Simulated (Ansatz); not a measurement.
Consider the formal exchange of groups at the Se–B bond: `C=NB[SeH]` + `C=CF` → `C=C(F)[SeH]` + `BN=C`.

Isolated molecules relaxed with PBE0-D4/def2-TZVP in Ansatz; ΔE leaves out vibrations. CBS: MP2 limit from def2 TZ/QZ plus the TZ coupled-cluster correction, frozen cores. DFT in def2-TZVPP. HSE06 is defined as in plane-wave codes. For Se outer-core shells are correlated without core-valence functions, which leaves a few kJ/mol of doubt a bond. Scalar relativity is left out up to krypton. Each species was taken in one conformer, which may not be the lowest.

```
             level  ΔE (kcal/mol)  difference from CCSD(T)/CBS
            PBE-D4           22.6                         -2.1
            revPBE           22.8                         -1.9
           r2SCANh           24.1                         -0.6
             HSE06           24.2                         -0.5
             BHLYP           24.9                          0.2
       HF/def2-SVP           28.3                          3.6
     CCSD/def2-SVP           26.0                          1.3
CCSD(T)/def2-TZVPP           24.1                         -0.6
     HF/def2-QZVPP           26.5                          1.8
SCS-MP2/def2-QZVPP           24.4                         -0.3
       CCSD(T)/CBS           24.7                            0
```

Largest T1 diagnostic among the species: 0.016.

At CCSD(T), def2-SVP lies +0.9 kcal/mol from the extrapolated value and def2-TZVPP −0.6 kcal/mol. Leaving LDA and LC-ωPBE aside and taking each functional with its dispersion term where it has one, the values, not all of them listed here, spread over 3.3 kcal/mol, from BLYP-D4 to PBE-QIDH.
